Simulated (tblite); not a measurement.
Distances in Å between the heavy atoms of a computed structure (GFN2-xTB; lower triangle, same order across):
```
C1    0.00
C2    1.33  0.00
C3    2.41  1.41  0.00
C4    3.53  2.62  1.21  0.00
C5    4.90  4.03  2.62  1.41  0.00
C6    5.54  4.90  3.55  2.45  1.40  0.00
C7    6.91  6.23  4.86  3.69  2.39  1.38  0.00
N8    7.64  6.81  5.40  4.19  2.78  2.39  1.32  0.00
C9    7.19  6.23  4.86  3.69  2.39  2.71  2.27  1.32  0.00
C10   5.91  4.89  3.55  2.44  1.40  2.40  2.71  2.39  1.38  0.00
```

Hydrogens: 2 on C1, 1 on C2, 1 on C6, 1 on C7, 1 on C9, 1 on C10.

Charge 0, singlet.

Task: Which heavy atoms are bonded, and with what formal order?

Result: C1–C2 (double); C2–C3 (single); C3–C4 (triple); C4–C5 (single); C5–C6 (aromatic); C6–C7 (aromatic); C7–N8 (aromatic); N8–C9 (aromatic); C9–C10 (aromatic); C5–C10 (aromatic).

Task: Write the SMILES.

Result: `C=CC#Cc1ccncc1`, C9H7N. Among its features: alkyne, C=C double bond and pyridine-type ring nitrogen.

Task: Which rings does it hold?

Result: C5–C6–C7–N8–C9–C10 (6 members, 0.00 Å rms from planarity).

Task: Classify the heavy atoms.

Result: C1: terminal =CH2 carbon; C2: alkene CH carbon; C3: alkyne carbon; C4: alkyne carbon; C5: substituted aromatic carbon; C6/C10: aromatic CH carbon; C7/C9: aromatic CH next to a ring nitrogen; N8: pyridine-type nitrogen.
